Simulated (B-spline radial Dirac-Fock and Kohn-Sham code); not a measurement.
**Successive ionisation energies of tantalum: Dirac-Fock against NIST**

Level of theory: multi-electron Dirac-Fock with separately optimised hole states, Breit and Lamb-shift corrections added in first order; a B-spline atomic structure program. Each value is the difference of the configuration-average energies of two neighbouring ions in their tabulated ground configurations. No correlation. NIST's values refer to the lowest levels; many for high charge states are themselves semi-empirical or theoretical. Where a p, d or f shell is open in either ion the computed value averages over both j values and all terms, while the table refers to the lowest levels; that difference holds spin-orbit splitting (largest in heavy or highly charged ions), term energies where several electrons share open shells, and correlation, and it can reach 10 % or more.

```
  ion           configuration  computed (eV)  NIST (eV)         kind  NIST − computed (eV)
 Ta⁸⁺  [Kr] 4d10 4f13 5s2 5p4          159.2    159 ± 8  theoretical                 -0.24
 Ta⁹⁺  [Kr] 4d10 4f13 5s2 5p3          178.3    180 ± 9  theoretical                 +1.73
Ta¹⁰⁺  [Kr] 4d10 4f13 5s2 5p2          197.8   213 ± 11  theoretical                +15.25
Ta¹¹⁺  [Kr] 4d10 4f13 5s2 5p1          217.7   235 ± 12  theoretical                +17.34
Ta¹²⁺      [Kr] 4d10 4f13 5s2          253.9   262 ± 14  theoretical                 +8.11
Ta¹³⁺      [Kr] 4d10 4f12 5s2          288.3   304 ± 15  theoretical                +15.74
Ta¹⁴⁺      [Kr] 4d10 4f11 5s2          327.2   338 ± 17  theoretical                +10.84
Ta¹⁵⁺      [Kr] 4d10 4f11 5s1          351.6   363 ± 19  theoretical                +11.35
Ta¹⁶⁺          [Kr] 4d10 4f11          379.3   396 ± 20  theoretical                +16.66
Ta¹⁷⁺          [Kr] 4d10 4f10          417.9   439 ± 22  theoretical                +21.10
Ta¹⁸⁺           [Kr] 4d10 4f9          457.7   482 ± 24  theoretical                +24.26
Ta¹⁹⁺           [Kr] 4d10 4f8          498.8   530 ± 30  theoretical                +31.16
Ta²⁰⁺           [Kr] 4d10 4f7          541.2   570 ± 30  theoretical                +28.84
Ta²¹⁺           [Kr] 4d10 4f6          584.7   610 ± 30  theoretical                +25.31
Ta²²⁺           [Kr] 4d10 4f5          629.4   660 ± 30  theoretical                +30.60
Ta²³⁺           [Kr] 4d10 4f4          675.3   700 ± 30  theoretical                +24.73
```

Question: Where in this range is the largest relative jump, and why?

Answer: From Ta¹¹⁺ (217.7 eV) to Ta¹²⁺ (253.9 eV), a factor of 1.17. The configuration goes from [Kr] 4d10 4f13 5s2 5p1 to [Kr] 4d10 4f13 5s2, so the next electron comes out of a deeper subshell.
